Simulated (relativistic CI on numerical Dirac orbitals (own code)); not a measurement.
## O II: calculation against measurement

Method of calculation: Dirac-Coulomb-Breit CI, orbitals from a KLI potential per configuration, model QED, valence Slater integrals scaled by 0.85, P86 correlation estimate, and configurations built on the next ion tied to the tabulated ionisation energy (semi-empirical) (own radial code, finite nucleus).

Configuration list (outside the closed core 1s2): 2s2.2p3, 2s.2p4, 2s2.2p2.3s, 2s2.2p2.3p, 2s2.2p2.3d, 2s2.2p2.4s, 2p5, 2s2.2p2.4p, 2s2.2p2.4d, 2s2.2p2.4f, 2s2.2p.3s2, 2s2.2p.3s.3p, 2s2.2p.3s.3d, 2s2.2p.3p2, 2s.2p3.3s. Levels of other configurations are missing.

```
Configuration  Term (tabulated)    J  Measured (cm⁻¹)  Computed  Error  Purity (%)
      2s2.2p3               4S°  3/2              0.0         0      0         100
      2s2.2p3               2D°  5/2          26810.5     26155   -656         100
      2s2.2p3               2D°  3/2          26830.6     26175   -656         100
      2s2.2p3               2P°  3/2          40468.0     36365  -4103          98
      2s2.2p3               2P°  1/2          40470.0     36367  -4103          98
       2s.2p4                4P  5/2         119837.2    125229   5392          99
       2s.2p4                4P  3/2         120000.4    125391   5391          99
       2s.2p4                4P  1/2         120082.9    125474   5391          99
       2s.2p4                2D  5/2         165988.5    172958   6970          98
       2s.2p4                2D  3/2         165996.5    172963   6967          98
   2s2.2p2.3s                4P  1/2         185235.3    186072    837         100
   2s2.2p2.3s                4P  3/2         185340.6    186179    838         100
   2s2.2p2.3s                4P  5/2         185499.1    186339    840         100
   2s2.2p2.3s                2P  1/2         188888.5    189991   1102          99
   2s2.2p2.3s                2P  3/2         189068.5    190185   1116          99
       2s.2p4                2S  1/2         195710.5    197969   2259          96
   2s2.2p2.3p               2S°  1/2         203942.3    204868    926          99
   2s2.2p2.3p               4D°  1/2         206730.8    207196    465          99
   2s2.2p2.3p               4D°  3/2         206786.3    207251    465          99
   2s2.2p2.3p               4D°  5/2         206877.9    207344    466          99
   2s2.2p2.3s                2D  5/2         206971.7    206585   -387          99
   2s2.2p2.3s                2D  3/2         206972.7    206587   -386          99
   2s2.2p2.3p               4D°  7/2         207002.5    207471    468          99
   2s2.2p2.3p               4P°  1/2         208346.1    208634    288          99
   2s2.2p2.3p               4P°  3/2         208392.3    208681    289          99
   2s2.2p2.3p               4P°  5/2         208484.2    208774    290          99
   2s2.2p2.3p               2D°  3/2         211522.1    211631    109          99
   2s2.2p2.3p               2D°  5/2         211712.7    211826    113          99
   2s2.2p2.3p               4S°  3/2         212161.9    212515    353          97
       2s.2p4                2P  3/2         212593.8    216734   4140          79
       2s.2p4                2P  1/2         212762.2    216899   4137          79
   2s2.2p2.3p               2P°  1/2         214169.9    214065   -105          99
   2s2.2p2.3p               2P°  3/2         214229.7    214121   -108          99
   2s2.2p2.3p               2F°  5/2         228723.8    227946   -778         100
   2s2.2p2.3p               2F°  7/2         228747.5    227968   -779         100
   2s2.2p2.3p               2D°  5/2         229947.1    229415   -532          96
   2s2.2p2.3p               2D°  3/2         229968.4    229438   -530          96
   2s2.2p2.3s                2S  1/2         230609.5    234650   4041          95
   2s2.2p2.3d                4F  3/2         231296.1    231355     59         100
   2s2.2p2.3d                4F  5/2         231350.1    231410     60          99
   2s2.2p2.3d                4F  7/2         231428.0    231489     61          99
   2s2.2p2.3d                4F  9/2         231530.2    231593     63         100
   2s2.2p2.3d                4P  5/2         232462.7    232832    369          81
   2s2.2p2.3p               2P°  1/2         232480.4    231440  -1041          96
   2s2.2p2.3p               2P°  3/2         232527.1    231488  -1039          96
   2s2.2p2.3d                4P  3/2         232535.9    232894    358          91
   2s2.2p2.3d                4P  1/2         232602.5    232925    322          97
   2s2.2p2.3d                4D  1/2         232711.6    232559   -153          98
   2s2.2p2.3d                4D  3/2         232746.0    232557   -189          92
   2s2.2p2.3d                4D  5/2         232747.6    232561   -187          82
   2s2.2p2.3d                4D  7/2         232753.8    232647   -107          99
   2s2.2p2.3d                2F  5/2         232796.3    233140    344          99
   2s2.2p2.3d                2F  7/2         232959.2    233317    358          99
   2s2.2p2.3d                2P  3/2         233430.5    235044   1613          75
   2s2.2p2.3d                2P  1/2         233544.6    235138   1594          79
   2s2.2p2.3d                2D  3/2         234402.8    234649    246          94
   2s2.2p2.3d                2D  5/2         234454.6    234733    279          99
   2s2.2p2.4s                4P  1/2         238627.5    239252    625          99
   2s2.2p2.4s                4P  3/2         238732.6    239358    626          99
   2s2.2p2.4s                4P  5/2         238894.0    239523    629          99
```

Measured levels from NIST Handbook of Basic Atomic Spectroscopic Data (Sansonetti and Martin, J. Phys. Chem. Ref. Data 34, 1559 (2005)); pairs were made by configuration, J and term (by order where the table uses no LS term), so strongly mixed levels may be paired wrongly.

Mean error by configuration (cm⁻¹): 2s2.2p3 -2379; 2s.2p4 5081; 2s2.2p2.3s 1000; 2s2.2p2.3p -36; 2s2.2p2.3d 299; 2s2.2p2.4s 626. Over the excited levels the mean absolute error is 1307 cm⁻¹ (59 of the 59 excited levels that our extract of the source holds in range could be paired), and the median relative error of those above 1,000 cm⁻¹ is 0.23 %.

Transition probabilities of persistent lines. The last column rescales the computed rate by the cube of measured over computed energy:

| λ measured (Å) | Lower | Upper | A tabulated (s⁻¹) | A computed | A rescaled |
| --- | --- | --- | --- | --- | --- |
| 429.92 vacuum | 2s2.2p3 4S°_3/2 | 2s2.2p2.3d 4P_1/2 | 4.25e+09 | 4.68e+09 | 4.66e+09 |
| 430.04 vacuum | 2s2.2p3 4S°_3/2 | 2s2.2p2.3d 4P_3/2 | 4.13e+09 | 4.41e+09 | 4.39e+09 |
| 430.18 vacuum | 2s2.2p3 4S°_3/2 | 2s2.2p2.3d 4P_5/2 | 4.36e+09 | 3.91e+09 | 3.89e+09 |
| 537.83 vacuum | 2s2.2p3 2D°_3/2 | 2s.2p4 2P_1/2 | 5.73e+09 | 9.03e+09 | 8.37e+09 |
| 538.26 vacuum | 2s2.2p3 2D°_5/2 | 2s.2p4 2P_3/2 | 5.18e+09 | 8.21e+09 | 7.61e+09 |
| 718.50 vacuum | 2s2.2p3 2D°_5/2 | 2s.2p4 2D_5/2 | 1.90e+09 | 3.33e+09 | 2.84e+09 |
| 718.57 vacuum | 2s2.2p3 2D°_3/2 | 2s.2p4 2D_3/2 | 1.85e+09 | 3.23e+09 | 2.76e+09 |
